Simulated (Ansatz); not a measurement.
**Nudged elastic band run: BF₂H₃O**

The input (input.yaml):

```yaml
crystal:
  periodic: [false, false, false]
  atoms:
    - { symbol: B, position_ang: [-0.036261, -0.684107, 0.007673] }
    - { symbol: O, position_ang: [0.045268, -0.402149, 1.326077] }
    - { symbol: H, position_ang: [-0.821407, -0.212909, 1.705274] }
    - { symbol: F, position_ang: [1.062074, -0.965901, -0.665909] }
    - { symbol: F, position_ang: [-1.198387, -0.685913, -0.637721] }
    - { symbol: H, position_ang: [-0.01179, 2.975944, 1.276381] }
    - { symbol: H, position_ang: [0.172202, 2.255834, 1.313827] }
basis:
  gaussian: { orbitals: "6-31G*" }
hamiltonian:
  xc: pbe0
  dispersion: d4
neb:
  order_check: false
  images: 2
  f_tol: 0.05
  max_iterations: 60
  climbing: false
  final_atoms:
    - { symbol: B, position_ang: [0.12992849, 0.50170237, -0.08728609] }
    - { symbol: O, position_ang: [-0.26256914, 0.48404782, 1.67939481] }
    - { symbol: H, position_ang: [0.13456161, -0.35060851, 1.97877976] }
    - { symbol: F, position_ang: [0.87681075, -0.63196978, -0.13957757] }
    - { symbol: F, position_ang: [-1.13142418, 0.38108934, -0.57741074] }
    - { symbol: H, position_ang: [0.68819974, 1.55370354, -0.21473642] }
    - { symbol: H, position_ang: [-1.22380826, 0.34283422, 1.68643824] }
  initial_path:
    images:
      - { positions_ang: [[-0.036261, -0.684107, 0.007673], [0.045268, -0.402149, 1.326077], [-0.821407, -0.212909, 1.705274], [1.062074, -0.965901, -0.665909], [-1.198387, -0.685913, -0.637721], [-0.01179, 2.975944, 1.276381], [0.172202, 2.255834, 1.313827]] }
      - { positions_ang: [[-0.01513357, -0.27521642, 0.03054362], [0.01332787, -0.04519503, 1.63543164], [-0.88384427, -0.13512346, 2.00662082], [1.11250822, -0.42928258, -0.63079176], [-1.16500286, -0.31771012, -0.62184468], [0.04912324, 1.91576194, 0.65537417], [0.10072037, 1.56756466, 1.25026819]] }
      - { positions_ang: [[0.04026293, 0.12005337, -0.00110941], [-0.08928451, 0.25020391, 1.75320425], [-0.56518807, -0.18102329, 2.09778941], [1.05075381, -0.31797218, -0.45534795], [-1.14268192, 0.03795732, -0.60174126], [0.28245315, 1.44168179, 0.15833503], [-0.36461639, 0.92989807, 1.37447193]] }
      - { positions_ang: [[0.12992849, 0.50170237, -0.08728609], [-0.26256914, 0.48404782, 1.67939481], [0.13456161, -0.35060851, 1.97877976], [0.87681075, -0.63196978, -0.13957757], [-1.13142418, 0.38108934, -0.57741074], [0.68819974, 1.55370354, -0.21473642], [-1.22380826, 0.34283422, 1.68643824]] }
```

Command:

```bash
$ ansatz run input.yaml --threads 1 --pin off --max-ram 2048MiB --backend cpu --events-out ev --progress --plain --runs-dir out
```

Output, in part (warnings, iteration lines, the closing report on the highest movable image, with atoms numbered from 0):

```
NEB end point (image 0): max|allowed force component| = 2.440e-2 eV/Å (the criterion of neb.relax_end_points is 1.000e-2)
NEB end point (image 3): max|allowed force component| = 2.371e-2 eV/Å (the criterion of neb.relax_end_points is 1.000e-2)
NEB iter   1: max|band force component| = 2.270e1 eV/Å  barrier→ = 6.6384 eV  barrier← = 5.8128 eV  Δτ_max = 0.1970 Å  (92 SCF iters)
NEB iter   2: max|band force component| = 5.433e0 eV/Å  barrier→ = 1.8670 eV  barrier← = 1.0414 eV  Δτ_max = 0.2000 Å  (59 SCF iters)
NEB iter   3: max|band force component| = 1.024e1 eV/Å  barrier→ = 1.3551 eV  barrier← = 0.5295 eV  Δτ_max = 0.1024 Å  (59 SCF iters)
NEB iter   4: max|band force component| = 2.990e0 eV/Å  barrier→ = 1.0487 eV  barrier← = 0.2232 eV  Δτ_max = 0.1597 Å  (54 SCF iters)
NEB iter   5: max|band force component| = 1.266e0 eV/Å  barrier→ = 0.9403 eV  barrier← = 0.1147 eV  Δτ_max = 0.1320 Å  (54 SCF iters)
NEB iter   6: max|band force component| = 3.900e-1 eV/Å  barrier→ = 0.8920 eV  barrier← = 0.0664 eV  Δτ_max = 0.0600 Å  (54 SCF iters)
NEB iter   7: max|band force component| = 2.451e-1 eV/Å  barrier→ = 0.8837 eV  barrier← = 0.0581 eV  Δτ_max = 0.0215 Å  (50 SCF iters)
NEB iter   8: max|band force component| = 9.447e-2 eV/Å  barrier→ = 0.8823 eV  barrier← = 0.0568 eV  Δτ_max = 0.0091 Å  (51 SCF iters)
NEB iter   9: max|band force component| = 3.305e-2 eV/Å  barrier→ = 0.8820 eV  barrier← = 0.0564 eV  Δτ_max = 0.0000 Å  (89 SCF iters)
Total energy: -8200.41708588 eV, -301.3597694636 hartree
Atom 0 at     0.094200     0.344962    -0.129950 Å, force     0.012166     0.033355    -0.017794 eV/Å
Atom 1 at    -0.034295     0.252211     1.687025 Å, force     0.018483     0.000057    -0.002543 eV/Å
Atom 2 at    -0.788789    -0.341674     1.831051 Å, force    -0.002374    -0.006395     0.001607 eV/Å
Atom 3 at     1.128773    -0.475655    -0.367588 Å, force     0.007665    -0.020870     0.006246 eV/Å
Atom 4 at    -1.131547    -0.155847    -0.437937 Å, force    -0.023261    -0.010731     0.004793 eV/Å
Atom 5 at     0.259610     1.531790    -0.256455 Å, force     0.000742     0.000639     0.016082 eV/Å
Atom 6 at    -0.316252     1.125012     1.999455 Å, force    -0.013421     0.003945    -0.008391 eV/Å
Dipole moment:    -0.386247     0.239543     0.770641 e Å
```

The forces met the threshold. No image climbed, so the highest image needn't sit at the top of the path. A band with more images between the same ends climbed to 2.03 eV, so this one has probably stepped over the top. So few images can step over the top or miss a turn of the path. The orbitals stay closed-shell, which can raise the energy where a bond breaks towards radicals; this wasn't checked here.

Final band (atoms are numbered from 1 in the order of the input):

```csv
image,path coordinate (Å),energy (eV),H6–H7 (Å),B1–H6 (Å),O2–H7 (Å)
0,0.00,0.00,0.74,3.87,2.66
1,1.73,0.18,0.76,2.30,2.23
2,3.46,0.88,2.36,1.20,0.97
3,5.19,0.83,2.96,1.20,0.97
```

Run time: 33 s on 1 thread of Arm Neoverse V2, with other jobs on the host, peak memory 0.12 GiB.
